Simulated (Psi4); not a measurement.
Level of theory: SAPT0/jun-cc-pVDZ, frozen core (Psi4).

Psi4 input:

```
molecule {
0 1
Si -0.39917129 -0.01447527 0.01829814
O 1.13989881 0.57958520 -0.07694633
H -0.60887802 -0.79294350 1.26440071
H -0.71728725 -0.89608044 -1.13246378
H -1.28745509 1.16400954 0.00777178
H 1.87289284 -0.04009553 -0.08106052
--
0 1
O 3.49533594 0.83233931 1.21152505
S 2.45289978 1.79887952 1.43211544
O 1.61767285 1.66616736 2.59589791
units angstrom
symmetry c1
no_reorient
no_com
}
set basis jun-cc-pvdz
set scf_type df
set freeze_core true
energy('sapt0')
```

Part of the output:

```
    SAPT Results
  --------------------------------------------------------------------------------------------------------
    Electrostatics                -40.35894401 [mEh]     -25.32561972 [kcal/mol]    -105.96239289 [kJ/mol]
      Elst10,r                    -40.35894401 [mEh]     -25.32561972 [kcal/mol]    -105.96239289 [kJ/mol]

    Exchange                       62.72886964 [mEh]      39.36295998 [kcal/mol]     164.69462456 [kJ/mol]
      Exch10                       62.72886964 [mEh]      39.36295998 [kcal/mol]     164.69462456 [kJ/mol]
      Exch10(S^2)                  60.93911504 [mEh]      38.23987201 [kcal/mol]     159.99562449 [kJ/mol]

    Induction                     -17.50617297 [mEh]     -10.98528939 [kcal/mol]     -45.96245081 [kJ/mol]
      Ind20,r                     -48.92401369 [mEh]     -30.70028208 [kcal/mol]    -128.44998024 [kJ/mol]
      Exch-Ind20,r                 39.03656342 [mEh]      24.49581337 [kcal/mol]     102.49048315 [kJ/mol]
      delta HF,r (2)               -7.61872271 [mEh]      -4.78082068 [kcal/mol]     -20.00295372 [kJ/mol]

    Dispersion                     -9.20884471 [mEh]      -5.77863730 [kcal/mol]     -24.17781845 [kJ/mol]
      Disp20                      -12.23834621 [mEh]      -7.67967819 [kcal/mol]     -32.13177354 [kJ/mol]
      Exch-Disp20                   3.02950150 [mEh]       1.90104089 [kcal/mol]       7.95395509 [kJ/mol]
      Disp20 (SS)                  -6.11917310 [mEh]      -3.83983909 [kcal/mol]     -16.06588677 [kJ/mol]
      Disp20 (OS)                  -6.11917310 [mEh]      -3.83983909 [kcal/mol]     -16.06588677 [kJ/mol]
      Exch-Disp20 (SS)              1.54181754 [mEh]       0.96750512 [kcal/mol]       4.04804140 [kJ/mol]
      Exch-Disp20 (OS)              1.48768395 [mEh]       0.93353578 [kcal/mol]       3.90591368 [kJ/mol]

  Total HF                          4.86375266 [mEh]       3.05205087 [kcal/mol]      12.76978086 [kJ/mol]
  Total SAPT0                      -4.34509204 [mEh]      -2.72658642 [kcal/mol]     -11.40803759 [kJ/mol]
```
